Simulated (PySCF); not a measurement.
B(Cl)(vinyl)(NH2) (C2H5BClN), SMILES C=CB(N)Cl. Atoms are numbered in the order given.

```xyz
10

B     -0.0953     0.2384     0.0558
Cl     1.3071     0.1457     1.1562
C     -0.1179    -0.6663    -1.2153
C     -1.2437    -1.1247    -1.7777
H      0.8393    -0.9861    -1.6449
H     -1.2382    -1.7838    -2.6523
H     -2.2326    -0.8768    -1.3740
N     -1.1274     1.1132     0.3842
H     -1.1275     1.6705     1.2280
H     -1.9230     1.2614    -0.2221
```
Charge 0, spin multiplicity 1.

The structure is a stationary point at PBE0-D3(BJ)/def2-SVP. The structure was generated by enumeration, and PubChem lists no compound with its InChIKey, so it may never have been made. The values are those of a single conformer.

The numbers are results of KT2/pcSseg-1 run with PySCF, not measurements.

GIAO shieldings, no solvent; atoms listed in one row are averaged. δ = σ(ref) − σ: ¹¹B against BF3 (σ = 89.8 ppm); ³⁵Cl against HCl (σ = 945.4 ppm); ¹³C against TMS (σ = 185.1 ppm); ¹H against TMS (σ = 31.47 ppm); ¹⁵N against NH3 (σ = 266.2 ppm), references at their B3LYP-D3(BJ)/def2-TZVP geometries, non-relativistic (without spin–orbit terms, shifts of atoms bonded to Cl or Br come out too high).

Computed chemical shifts:
| nucleus | atoms | count | δ (ppm) |
|---|---|---|---|
| ¹¹B | B1 | 1 | 21.5 |
| ³⁵Cl | Cl2 | 1 | 108.3 |
| ¹³C | C3 | 1 | 137.3 |
| ¹³C | C4 | 1 | 128.9 |
| ¹H | H5 | 1 | 6.33 |
| ¹H | H6, H7 | 2 | 6.04 |
| ¹H | H10 | 1 | 4.14 |
| ¹H | H9 | 1 | 3.78 |
| ¹⁵N | N8 | 1 | 99.1 |
